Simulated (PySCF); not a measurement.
**Question.** What does the PBE0-D3(BJ)/def2-SVP structure of `FC(F)(F)[C]1CCCCN1` [radical] look like in three dimensions? (Doublet state.)

**Answer.** 
Z-matrix in Å and degrees, rows numbered from 1:
```
F 
C   1  1.3455
F   2  1.3379  1  107.87
F   2  1.3529  1  106.03  3   113.12
C   2  1.4794  1  111.37  3  -122.89
C   5  1.4931  2  118.70  1   175.30
C   6  1.5254  5  111.29  2  -170.92
C   7  1.5237  6  110.26  5   -49.54
C   8  1.5200  7  110.51  6    57.95
N   5  1.3798  2  115.66  1   -34.92
H   6  1.1108  5  109.51  2    68.53
H   6  1.1003  5  109.33  2   -47.57
H   7  1.1008  6  110.09  5  -171.98
H   7  1.1039  6  109.41  5    70.70
H   8  1.1039  7  109.60  6   -62.41
H   8  1.1011  7  111.09  6   179.31
H   9  1.1103  8  108.95  7    68.57
H   9  1.1009  8  110.66  7  -173.85
H  10  1.0143  5  114.06  2    29.71
```

H19 on N10 lies 2.24 Å from F1, 4 bonds away (angle at H 104°; Bondi radii sum to 2.67 Å). The 2 C–N bonds span 1.380 Å (C5–N10, drawn single) to 1.448 Å (C9–N10, drawn single), a spread of 0.068 Å. C5 (carbon bonded to 2 C and N) has angles 118.7°, 118.4° and 115.7°, sum 352.7°, 0.23 Å off the plane of its three neighbours. The C–C distances run from 1.479 Å (C2–C5, drawn single) to 1.525 Å (C6–C7, drawn single), a spread of 0.046 Å.

Computed with PySCF, PBE0-D3(BJ)/def2-SVP geometry optimisation, gas phase.

Point group: C1 (no symmetry element, even within 0.4 Å). No PBE0-D3(BJ)/def2-SVP frequencies stand behind this structure, so it isn't proved a minimum. ⟨S²⟩ = 0.754 (exact for a doublet: 0.75). Torsions: C2–C5–C6–C7 -171°, C5–C6–C7–C8 -50°, C6–C7–C8–C9 58°, C7–C8–C9–N10 -54°.

One conformer stands for the species.
